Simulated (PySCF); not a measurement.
## Dipole moment and polarisability of `CCCC(=O)OC`

Compound: C5H10O2.
Numbering: `[CH3:1][CH2:2][CH2:3][C:4](=[O:5])[O:6][CH3:7]` (hydrogens: H8, H9, H10 on C1; H11, H12 on C2; H13, H14 on C3; H15, H16, H17 on C7)

Structure used (GFN2-xTB), in Å, numbered top down from 1:
```
atom  x, y, z in Å
C1    -1.947    0.706    0.391
C2    -1.662   -0.674   -0.189
C3    -0.359   -1.263    0.360
C4     0.823   -0.430   -0.078
O5     1.147   -0.225   -1.217
O6     1.474    0.075    0.979
C7     2.599    0.896    0.697
H8    -1.983    0.665    1.477
H9    -1.170    1.410    0.100
H10   -2.900    1.081    0.027
H11   -1.584   -0.606   -1.276
H12   -2.484   -1.350    0.053
H13   -0.223   -2.271   -0.036
H14   -0.380   -1.303    1.449
H15    2.343    1.643   -0.057
H16    2.873    1.372    1.635
H17    3.426    0.288    0.323
```

Level: PBE0/def2-SVPD (PySCF), static field, nuclei fixed, core orbitals frozen in the response. The polarisability tensor in these axes (au):

```
x   76.25  5.25  1.97
y    5.25 63.96  2.35
z    1.97  2.35 64.32
```

Task: Diagonalise the tensor; give its mean and Δα, where Δα² is half the sum of the squared differences of the eigenvalues.

Result: Principal values 61.17, 64.67 and 78.69 au; mean 68.18 au = 10.10 Å³ = 11.24 × 10⁻⁴⁰ C²·m²/J; Δα = 16.05 au (24 % of the mean).

Task: What is the dipole moment, and where does it point?

Result: (-0.24, 0.13, 1.80) D, 1.82 D in size, pointing from the negative to the positive side. Measured along this direction, the outermost atoms are O5 at the negative end and H8 at the positive end.

Task: Refractivity n − 1 of an ideal gas of it at 273.15 K and 1 atm, from the electronic α?

Result: N = p/kT = 2.6868 × 10¹⁹ cm⁻³, so n − 1 = 2π × N × 10.10 × 10⁻²⁴ cm³ = 1706 × 10⁻⁶ at long wavelengths.

Task: Along which axes do the principal values lie, and how far do the nuclei extend along each?

Result: Largest value along (0.92, 0.36, 0.18), where the nuclei span 6.17 Å; middle along (-0.33, 0.40, 0.85), 3.69 Å; least along (-0.23, 0.84, -0.49), 3.41 Å. The response follows the extents in order.

Task: What are the principal values of the traceless quadrupole moment, Θ = ½Σq(3rr − r²1), about the centre of nuclear charge?

Result: -9.42, 0.27, 9.15 D·Å. The values depend on the origin, since the dipole doesn't vanish. The electronic extent ⟨r²⟩ about the same centre is 905 bohr², a root-mean-square distance of 2.13 Å for the 56 electrons.

Task: How large is μ²/3kT at 298 K beside α?

Result: In Gaussian units μ²/3kT = 26.81 Å³ against 10.10 Å³, a ratio of 2.65; the Debye molar polarisation (4π/3)N_A(α + μ²/3kT) is 93.1 cm³/mol, leaving out the vibrational part.

Task: What molar refraction does this α imply?

Result: Lorentz–Lorenz: R = (4π/3)N_A α = 2.5225 cm³/(mol·Å³) × 10.10 Å³ = 25.5 cm³/mol, in the limit of long wavelengths.

Geometry: GFN2-xTB, one conformer, isolated molecule.

The run behind these numbers computed excited states as well. On Arm Neoverse V2, one thread, on a shared host, this took 70 s.
